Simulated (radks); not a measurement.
Valence configurations of Rh II (all share [Kr]). Calculated with a radial shooting solver on a logarithmic mesh with Libxc functionals: scalar-relativistic Kohn-Sham, LDA (Slater exchange, Perdew-Wang correlation), spin-polarised, spherical densities, finite nucleus; open shells are filled with parallel spins first (spin-orbit coupling, left out, can overturn this in heavy ions); Fermi nuclear charge, rms radius 4.4945 fm. Energies are relative to 4d8; eigenvalues in eV for spin up.

\begin{tabular}{lrrrrr}
valence & E (eV) & moment (Bohr magnetons) & e(4d) & e(5p) & e(5s) \\ \hline
4d8 & 0.000 & 2 & -14.380 & - & - \\
4d7.5 5s0.5 & 0.990 & 3 & -16.045 & - & -12.245 \\
4d7 5s1 & 2.152 & 4 & -17.756 & - & -13.070 \\
4d6 5s2 & 6.863 & 4 & -21.326 & - & -14.238 \\
4d7 5p1 & 7.489 & 4 & -19.013 & -8.528 & - \\
4d6 5s1 5p1 & 10.961 & 6 & -22.545 & -9.522 & -15.408 \\
4d5.5 5s1 5p1.5 & 16.143 & 7 & -24.963 & -10.304 & -16.495 \\
4d6 5p2 & 16.902 & 6 & -23.707 & -10.133 & - \\
4d5 5s1 5p2 & 21.855 & 8 & -27.398 & -11.051 & -17.545 \\
4d5 5p3 & 28.405 & 8 & -28.483 & -11.590 & - \\
\end{tabular}

NIST lists [Kr] 4d8 as the ground configuration; this level of theory agrees among the configurations tried. The energies are those of spherical high-spin densities, not of single terms.
